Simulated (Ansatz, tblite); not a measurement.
Removing and adding an electron: BMe2(CN) (C3H6BN). The state is a singlet with charge 0. Geometry: PBE-D4/def2-SVP. Ansatz, gas phase; energy differences of separate SCF runs; the oxidised species was run as a doublet alone; the reduced species was run as a doublet alone.

```
atom   x (Å)   y (Å)   z (Å)
  B1   0.079   0.032   0.223
  C2  -0.989  -1.087  -0.027
  H3  -0.412  -2.043  -0.075
  H4  -1.526  -0.990  -0.991
  H5  -1.708  -1.223   0.806
  C6   0.664   0.956  -0.898
  H7   0.098   1.917  -0.817
  H8   0.501   0.577  -1.926
  H9   1.727   1.233  -0.751
 C10   0.590   0.238   1.679
 N11   0.976   0.392   2.778
```

The xTB rows come from tblite.

(1) Estimate orbital energies and vertical ionisation energies and electron affinities at: GFN1-xTB; GFN2-xTB; PBE-D4/def2-TZVP; PBE-D4/def2-TZVPD; r2SCAN-D4/def2-TZVP; r2SCAN-D4/def2-TZVPD; PBE0-D4/def2-TZVP; PBE0-D4/def2-TZVPD.

## Answers

(1) 
```
               level  −HOMO (eV)  vertical IE (eV)  −LUMO (eV)  vertical EA (eV)  HOMO–LUMO gap (eV)  IE − EA (eV)                       remarks
            GFN1-xTB       12.61             15.73        8.51              5.15                4.10         10.58                             –
            GFN2-xTB       11.04             14.38        7.83              4.19                3.21         10.19                             –
    PBE-D4/def2-TZVP        7.80             10.90        3.15                 –                4.65             –                             –
   PBE-D4/def2-TZVPD        7.82                 –        3.18              0.42                4.64             –  HOMO above zero (-1 doublet)
 r2SCAN-D4/def2-TZVP        8.08             11.02        2.89                 –                5.19             –                             –
r2SCAN-D4/def2-TZVPD        8.09                 –        2.90              0.42                5.18             –  HOMO above zero (-1 doublet)
   PBE0-D4/def2-TZVP        9.16             11.27        2.19                 –                6.97             –                             –
  PBE0-D4/def2-TZVPD        9.17                 –        2.21              0.39                6.96             –  HOMO above zero (-1 doublet)
```

   A HOMO above zero means that the electron is unbound at that level or that self-interaction error raises the level; the energy of removing that electron tells which. Raw xTB energy differences between charge states are shifted by several eV; the methods need an empirical correction for them.
